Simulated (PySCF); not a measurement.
## A computed series MCl3(H2O)

Computed with PySCF 2.14.0, PBE0, def2-SVP on the ligands, density fitting, scalar-relativistic core potentials, no spin-orbit coupling, vacuum. Each member is relaxed from one template within its symmetry. Distances are means of the shortest metal–ligand contacts, charges and spins Mulliken's; removal energies are rigid, with the ligand's formal charge and no counterpoise, so too large; for an anion taken off a cation in vacuum most of it is the attraction of opposite charges, and multiply charged cations can part far more cheaply with an electron moved from ligand to metal. lcecp potentials hold a fixed number of 4f electrons in the core, out of states, spins and gaps.

| metal | basis on the metal | point group | M–Cl (Å) | M–H2O (Å) | charge on M (e) | dipole (D) | removal of one Cl (eV) | strongest infrared band, degenerate modes summed (cm⁻¹) | unstable modes (below −25 cm⁻¹) |
| --- | --- | --- | --- | --- | --- | --- | --- | --- | --- |
| Y | def2-SVP with ECP28 | C1 | 2.463 | 2.340 | 0.76 | 5.66 | 9.17 | 393 | 0 |
| Pm | lcecp-1-SVP with ECP50 | Cs | 2.553 | 2.449 | 0.91 | 5.69 | 8.80 | 269 | 0 (lowest -24 cm⁻¹, within noise) |
| Gd | lcecp-1-SVP with ECP53 | Cs | 2.513 | 2.394 | 0.88 | 5.78 | 8.95 | – | 1 (soft) |
| Ho | lcecp-1-SVP with ECP56 | Cs | 2.475 | 2.344 | 0.85 | 5.89 | 9.08 | – | 1 (soft) |
| Yb | lcecp-1-SVP with ECP59 | C1 | 2.442 | 2.305 | 0.83 | 5.92 | 9.23 | 251 | 0 |
| Bi | def2-SVP with ECP60 | Cs | 2.486 | 2.697 | 0.97 | 4.08 | 8.93 | 513 | 0 |

(1) What does the calculation give for Ce, lcecp-1-SVP with ECP47?

Members with unstable modes aren't minima as they stand: saddle points kept by symmetry or, where the modes are soft, flat surfaces and noise. Moved off a saddle point of the template and relaxed again: Y, Yb. One start shape was tried for each, so a minimum needn't be the lowest isomer.

## Answers

(1) point group: Cs, M–Cl (Å): 2.604, M–H2O (Å): 2.509, charge on M (e): 0.95, dipole (D): 5.41, removal of one Cl (eV): 8.66, unstable modes (below −25 cm⁻¹): 1 (soft).
```xyz
7

Ce   -0.0078   -0.0732    0.0732
Cl    1.1044    1.9852    1.2229
Cl   -1.8250   -1.3869    1.3869
Cl    1.1044   -1.2229   -1.9852
O    -1.3984    1.4035   -1.4035
H    -1.6201    2.3278   -1.2293
H    -1.6201    1.2293   -2.3278
```
